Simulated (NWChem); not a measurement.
C$_{3}$H$_{6}$OSi; SMILES O1CC(=C1)[SiH3]

```xyz
11

Si    -0.0083    -1.8427     0.0000
C     -0.0051    -0.0001     0.0000
C     -0.9383     0.9767     0.0000
O     -0.1380     2.0946     0.0000
C      0.9990     1.1487     0.0000
H      0.6792    -2.4018    -1.1978
H      0.6792    -2.4018     1.1978
H     -1.4215    -2.3079     0.0000
H     -2.0200     1.0751     0.0000
H      1.6018     1.2902    -0.9014
H      1.6018     1.2902     0.9014
```
Atoms are numbered in this order, from 1.

All runs: NWChem. Geometry: optimised at B3LYP/6-31G* (spherical d). Level: M06-2X/def2-SVP with SMD (1 M gas to 1 M solution), gas-phase geometry. Reactions with the solvent are ignored.

For solvent cyclohexane:

```
Property                          Value
--------------------------------  -----
solvation free energy (kcal/mol)   -2.5
```

Question: How do the values read with solvent acetone instead?

Answer: The solvation free energy (kcal/mol) is -3.8.
